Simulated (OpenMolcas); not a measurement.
Pd5+ among 8 point charges of -1.2 e arranged as a cube (Oh).

```yaml
Program: OpenMolcas 26.06
Method: CASSCF
Basis: ANO-RCC-VDZP [6s5p3d1f]
Scalar_Hamiltonian: DKH2, point nucleus
Active_space: 5 electrons in 5 orbitals (4d)
State_averaging: 2S+1 = 6 even, 1 root; 2S+1 = 4 even, 24 roots; 2S+1 = 2 even, 75 roots
Spin-orbit_coupling: state interaction with AMFI integrals over the reference wave functions
```

All point charges move together. At R = 1.87 Å |10Dq| is 3670 cm-1, and at R = 2.04 Å it is 2346 cm-1.

Problem. A third run gives 1388 cm-1. What distance was it run at?

Solution. With a power law R^-n the two known points give n = -ln(2346 / 3670) / ln(2.04 / 1.87) = 5.14. Then R = 1.87 × (3670 / 1388)^(1/5.14) = 2.259 Å. The run was at 2.26 Å, so the estimate is off by -0.001 Å.

Without dynamic correlation the repulsion within the d shell is too large (B by tens of per cent), so at a given field states of lower spin stand too high. Point charges give a weaker field than real ligands, and real ions of this kind are as a rule low spin; the high spin found here belongs to the model. This is an electrostatic model: the charges have no orbitals. No measured value stands beside these numbers.
